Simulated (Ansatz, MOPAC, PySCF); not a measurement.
C3H9BiO2, SMILES `C[CH](C)[Bi]([OH])[OH]`, neutral singlet in the gas phase. In the def2 sets core potentials replace the inner electrons of Bi.

Cartesian coordinates (Å):
```xyz
15

C     -1.3059     1.0769     0.2425
C     -0.3321    -0.0331    -0.1091
C     -0.9152    -1.4327    -0.0377
Bi     1.5399     0.1101     1.2133
O      2.5824    -1.2687     0.0201
O      2.1130     1.9298     0.3355
H     -2.1650     1.0956    -0.4516
H     -0.8217     2.0653     0.2001
H     -1.7188     0.9493     1.2580
H      0.0824     0.1442    -1.1188
H     -1.7479    -1.5603    -0.7523
H     -0.1562    -2.1965    -0.2693
H     -1.3180    -1.6547     0.9654
H      2.3200    -1.1877    -0.9055
H      1.8427     1.9626    -0.5908
```
Charge 0, multiplicity 1.

All levels are single points at this geometry (PBE0-D3(BJ)/def2-SVP); Pople sets use spherical d functions. Orbital energies aren't observables, and empty levels follow the basis.

PBE-D3(BJ)/def2-TZVP in Ansatz (an electronic-structure program) gives dipole (D) = 2.79.

Problem. Estimate the dipole (D) from each of these levels: B3LYP-D3(BJ)/def2-TZVP in Ansatz; B3LYP/6-31G* (LANL2DZ on Bi) in PySCF; AM1 in MOPAC; PM3 in MOPAC; PM6 in MOPAC.

Solution. 
```csv
level,dipole (D)
B3LYP-D3(BJ)/def2-TZVP in Ansatz,2.98
B3LYP/6-31G* (LANL2DZ on Bi) in PySCF,2.94
AM1 in MOPAC,11.44
PM3 in MOPAC,3.47
PM6 in MOPAC,4.88
```
